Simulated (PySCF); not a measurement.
Worked example: entropy of an ideal gas

ClH₅OSi₂, SMILES [SiH3][Si@@H](Cl)O.

Coordinates come from a B3LYP-D3(BJ)/def2-SVP optimisation. The structure was generated by enumeration; whether it is a known compound was not checked. The values are those of a single conformer.

B3LYP-D3(BJ)/def2-SVP run with PySCF gives the harmonic wavenumbers 105, 113, 178, 218, 304, 410, 511, 528, 548, 743, 821, 841, 877, 932, 942, 947, 2207, 2218, 2225, 2233, 3852 cm⁻¹ and the rotational temperatures 0.1973, 0.1033, 0.0744 K. The molar mass is 112.66 g/mol, the symmetry number 1, the spin multiplicity 1.

Question: Work out the entropy at 298.15 K and 1 atm in the rigid-rotor, harmonic-oscillator model.

Answer: 
Translation (Sackur–Tetrode at 1 atm): S = R[1.5 ln M + 2.5 ln T − 1.16487] = 167.7 J/(mol K).
Rotation: q = (√π/σ) T^1.5/√(θA θB θC) = 234000, S = R[ln q + 3/2] = 115.3 J/(mol K).
Vibration: with u = 1.4388 ν/T, each mode gives R[u/(e^u − 1) − ln(1 − e^−u)]:
```csv
ν (cm⁻¹),modes,u,S (J/(mol K))
105,1,0.51,14.06
113,1,0.55,13.46
178,1,0.86,9.83
218,1,1.05,8.27
304,1,1.47,5.84
410,1,1.98,3.88
511,1,2.47,2.64
528,1,2.55,2.48
548,1,2.64,2.29
743,1,3.59,1.08
821,1,3.96,0.80
841,1,4.06,0.74
877,1,4.23,0.64
932,1,4.50,0.51
942,1,4.55,0.49
947,1,4.57,0.48
```
The stiffer modes add less than 0.005 each. Sum 67.5 J/(mol K).
Spin: R ln 1 = 0.0 J/(mol K).
Total 350.4 J/(mol K); the program's own thermochemistry gives 350.4. Translation makes up 48 % and vibration 19 %. Anharmonicity, hindered rotation and orbital degeneracy are left out.
